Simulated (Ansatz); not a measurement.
Diatomic RuS, multiplicity 7 (an upper state: multiplicity 5 came lower at CCSD(T)/def2-TZVPP on PBE0 minima). No spin–orbit coupling.

Seven points along R, fitted to fifth degree in 1/R; most abundant isotopes. In def2 and cc sets the state is the lowest found near the PBE0 minimum, followed along R.

Correlated levels freeze the inner cores; with def2 sets outer-core shells near the valence are correlated too.

Programs: Ansatz (a quantum-chemistry and plane-wave program). Each number belongs to the level named beside it. In def2 rows elements past Kr take small-core potentials, without spin–orbit coupling.

Question: What bond length and harmonic frequency does PBE0/def2-TZVPP give?

Answer: r_e = 2.170 Å, ω_e = 441 cm⁻¹.

Question: What bond length and harmonic frequency does wB97X-V/def2-TZVPP give?

Answer: r_e = 2.157 Å, ω_e = 457 cm⁻¹.

Question: What bond length and harmonic frequency does CCSD(T)/def2-TZVPP give?

Answer: r_e = 2.179 Å, ω_e = 439 cm⁻¹.
